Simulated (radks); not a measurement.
Results of a calculation; reference values are marked as such.
Q: Valence configurations of Nb3+ (all share [Kr]). Level of theory: scalar-relativistic Kohn-Sham, PBE, spin-unpolarised, spherical densities, finite nucleus; Fermi nuclear charge, rms radius 4.324 fm (a radial shooting solver on a logarithmic mesh with Libxc functionals). Order these by energy: 4d1 5s1; 4d1 5s0.5 5p0.5; 5s2; 4d1.5 5s0.5; 4d0.5 5s1 5p0.5; 4d1 5p1; 5p2; 4d2; 4d1.5 5p0.5; 5s0.5 5p1.5.

A: From the lowest, in eV above it: 4d2 0.000; 4d1.5 5s0.5 2.691; 4d1.5 5p0.5 5.586; 4d1 5s1 5.741; 4d1 5s0.5 5p0.5 8.712; 4d1 5p1 11.689; 4d0.5 5s1 5p0.5 12.198; 5s2 12.926; 5s0.5 5p1.5 22.319; 5p2 25.458. NIST lists [Kr] 4d2 as the ground configuration; this level of theory agrees among the configurations tried. The energies are those of spherical spin-averaged densities, not of single terms.
